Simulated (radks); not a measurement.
Values are calculated unless marked as measured or tabulated.
Ti II, configuration [Ar] 3d2 4s1 (the NIST ground configuration). Level of theory: scalar-relativistic Kohn-Sham, HCTH/407, spin-polarised, spherical densities, point nucleus; open shells are filled with parallel spins first (a radial shooting solver on a logarithmic mesh with Libxc functionals).

Unscreened Slater integrals over Kohn-Sham orbitals (cm^-1). They are taken over the spin-up orbitals.

integral,value
"F0(4s,4s)",63460
"F0(4s,3d)",77904
"G2(4s,3d)",12940
"F0(4s,3p)",80977
"G1(4s,3p)",5399.0
"F0(4s,3s)",81503
"G0(4s,3s)",3754.4
"F0(3d,3d)",138140
"F2(3d,3d)",62607
"F4(3d,3d)",38705
"F0(3d,3p)",157140
"F2(3d,3p)",72789
"G1(3d,3p)",90663
"G3(3d,3p)",54286
"F0(3d,3s)",161630
"G2(3d,3s)",67999
"F0(3p,3p)",183600
"F2(3p,3p)",92152
"F0(3p,3s)",189850
"G1(3p,3s)",126170
"F0(3s,3s)",196800

Derived for the open shells (J is the average intra-shell exchange parameter used in DFT+U). 3d: Racah B = F2/49 - 5 F4/441 = 838.9 cm^-1, C = 35 F4/441 = 3072 cm^-1, C/B = 3.66, F4/F2 = 0.618, J = (F2 + F4)/14 = 7237 cm^-1.
